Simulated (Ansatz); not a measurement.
The input (input.yaml):

```yaml
crystal:
  periodic: [false, false, false]
  atoms:
    - { symbol: Al, position_ang: [-0.8928, -0.2216, 0.6466] }
    - { symbol: H, position_ang: [-0.0638, 1.5691, 0.312] }
    - { symbol: Cl, position_ang: [-2.6102, -0.3016, -0.4126] }
    - { symbol: Cl, position_ang: [-0.4196, -0.8256, 2.5139] }
    - { symbol: H, position_ang: [0.4827, 0.925, -0.1973] }
    - { symbol: "N", position_ang: [0.8862, -0.2532, -0.7084] }
    - { symbol: H, position_ang: [0.8078, -0.3286, -1.7137] }
    - { symbol: H, position_ang: [1.8097, -0.5635, -0.4405] }
basis:
  gaussian: { orbitals: "6-31G*" }
hamiltonian:
  xc: pbe0
  dispersion: d4
relax:
  f_tol: 0.15
  max_steps: 25
  restrain:
    - { distance: [0, 5], at: 3.22, k: 30.0 }
    - { distance: [4, 1], at: 1.92, k: 30.0 }
    - { distance: [0, 1], at: 1.52, k: 30.0 }
    - { distance: [4, 5], at: 1.02, k: 30.0 }
output:
  orbitals: {}
```

Launched with:

```bash
$ ansatz run input.yaml --threads 2 --pin off --max-ram 3072MiB --backend cpu --events-out ev --progress --plain --runs-dir out
```

Hardware: 2 threads of Arm Neoverse V1 (shared host).

Roughly how long does this run take, and how much memory?

22 s, with a peak of 0.17 GiB, for 9 ionic steps.
